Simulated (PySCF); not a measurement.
Compound: C₆H₁₅P.
SMILES with atom numbers: `[CH3:1][CH2:2][P:3]([CH2:4][CH3:5])[CH2:6][CH3:7]` (hydrogens: H8, H9, H10 on C1; H11, H12 on C2; H13, H14 on C4; H15, H16, H17 on C5; H18, H19 on C6; H20, H21, H22 on C7)

Method: PBE0-D3(BJ)/def2-SVP geometry optimisation, gas phase (PySCF); density fitting, grid level 1; the optimiser is geomeTRIC in internal coordinates, started from a GFN2-xTB structure.

Step 0: E = -15737.5246 eV
```
atom  x, y, z in Å  |  force x, y, z in eV/Å
C1     -1.6039   -2.2651    0.3310    0.531   0.215   0.085
C2     -0.2685   -1.5474    0.4743   -0.411   0.056  -0.466
P3     -0.1292   -0.0811   -0.6733    0.108   0.070   0.564
C4      1.5539    0.5125   -0.1243   -0.043  -0.395  -0.483
C5      2.6804   -0.3174   -0.7249   -0.381   0.361   0.237
C6     -1.1591    1.1188    0.3198    0.153   0.146  -0.583
C7     -1.2148    2.4979   -0.3233   -0.033  -0.503   0.277
H8     -2.4272   -1.6224    0.6346   -0.405   0.199   0.113
H9     -1.7657   -2.5591   -0.7041   -0.143  -0.158  -0.400
H10    -1.6252   -3.1598    0.9513   -0.098  -0.349   0.226
H11    -0.1132   -1.2230    1.5079    0.138   0.090   0.284
H12     0.5374   -2.2364    0.2086    0.293  -0.158  -0.007
H13     1.6523    1.5469   -0.4640   -0.004   0.333  -0.008
H14     1.6094    0.5052    0.9687   -0.031   0.083   0.320
H15     2.6012   -0.3326   -1.8099    0.042  -0.057  -0.453
H16     2.6431   -1.3438   -0.3665    0.067  -0.446   0.101
H17     3.6489    0.1016   -0.4561    0.412   0.083   0.078
H18    -2.1703    0.7062    0.3671   -0.271  -0.164   0.105
H19    -0.7685    1.1843    1.3400    0.066  -0.063   0.317
H20    -0.2303    2.9601   -0.3414    0.373   0.274  -0.046
H21    -1.8865    3.1515    0.2310   -0.224   0.322   0.169
H22    -1.5746    2.4224   -1.3474   -0.140   0.061  -0.429
```

Q: Estimate the geometry and energy of step 1. (The exact step hangs on the optimiser's Hessian estimate; all steps are aligned on step 0, rigid shifts and turns removed.)

A: E = -15737.5823 eV, largest force 0.143 eV/Å
```
atom  x, y, z in Å  |  force x, y, z in eV/Å
C1     -1.6109   -2.2834    0.3353   -0.082  -0.033  -0.022
C2     -0.2823   -1.5592    0.4726    0.105   0.045   0.078
P3     -0.1252   -0.0778   -0.6433   -0.005  -0.006  -0.047
C4      1.5671    0.5059   -0.1343   -0.058   0.077   0.107
C5      2.6983   -0.3159   -0.7292    0.057  -0.057  -0.042
C6     -1.1640    1.1350    0.3128   -0.001  -0.083   0.113
C7     -1.2238    2.5143   -0.3219    0.006   0.076  -0.050
H8     -2.4585   -1.6445    0.6333    0.024  -0.024  -0.009
H9     -1.7865   -2.5971   -0.7064   -0.001   0.005   0.027
H10    -1.6444   -3.1846    0.9687    0.002   0.027  -0.014
H11    -0.1060   -1.2467    1.5201   -0.012  -0.036  -0.056
H12     0.5443   -2.2408    0.2051   -0.032   0.032   0.007
H13     1.6502    1.5542   -0.4714   -0.008  -0.044   0.014
H14     1.6279    0.5252    0.9711    0.016   0.005  -0.066
H15     2.6393   -0.3361   -1.8294    0.005  -0.001   0.025
H16     2.6737   -1.3610   -0.3794    0.006   0.032  -0.014
H17     3.6820    0.0967   -0.4524   -0.028  -0.012  -0.004
H18    -2.1792    0.7034    0.3649    0.045   0.014  -0.004
H19    -0.7926    1.1922    1.3543   -0.034   0.008  -0.057
H20    -0.2331    2.9971   -0.3478   -0.033  -0.011   0.001
H21    -1.8975    3.1844    0.2364    0.021  -0.020  -0.011
H22    -1.5892    2.4583   -1.3601    0.009   0.008   0.025
```

The energy changes by -0.0576 eV. The first-order estimate −F·Δx gives -0.1264 eV and the mean of the old and new forces, exact on a quadratic surface, -0.0583 eV. The step makes an angle of 66° with the force vector and moves no atom by more than 0.043 Å.

The cost below is that of the whole optimisation. Hardware: one thread, Intel Xeon Platinum 8488C (x86_64), on a shared host. Cost: 54 s wall, 0.77 GiB resident at most.
